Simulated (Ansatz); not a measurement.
The cluster Cr₂F₆. The state is a singlet with charge 0. Geometry B3LYP-D4/def2-SVP, basis def2-TZVP, Ansatz.

```tsv
atom	x (Å)	y (Å)	z (Å)
Cr1	-1.1455	0.3888	-0.7851
Cr2	1.1456	-0.3882	0.7853
F3	-0.7479	-0.3887	0.8989
F4	1.7385	-1.9714	0.5837
F5	0.7481	0.3919	-0.8973
F6	-1.7362	1.9743	-0.5952
F7	-1.8101	-0.7737	-1.8366
F8	1.8076	0.7671	1.8463
```

```
run  HOMO (eV)  LUMO (eV)
  A      -5.13      -4.84
  B      -8.48      -3.58
  C      -6.59      -5.12
  D      -5.44      -5.15
  E      -6.83      -5.35
  F      -7.83      -4.51
```

No other spin state of charge 0 was run. Another isomer (singlet) lies 0.89 eV lower at PBE0-D4/def2-TZVP; other spin states weren't run for this one.

Question: The runs used CAM-B3LYP, PBE, PBE0, r2SCAN, r2SCAN0, ωB97X-V. Estimate which is which.

Answer: A PBE (0 % exact exchange); B ωB97X-V (range-separated); C PBE0 (25 % exact exchange); D r2SCAN (0 % exact exchange); E r2SCAN0 (25 % exact exchange); F CAM-B3LYP (range-separated). Exact exchange lowers occupied and raises empty levels; among semilocal functionals meta-GGAs tend to open the gap a little, and such runs are hard to tell apart. The gap grows from 0.28 eV (PBE) to 4.90 eV (ωB97X-V). The restricted singlet is unstable towards broken spin symmetry in Hartree–Fock (as tested in another run); at PBE-D4/def2-TZVP, ωB97X-V/def2-TZVP, PBE0-D4/def2-TZVP, r2SCAN-D4/def2-TZVP and others this wasn't settled.
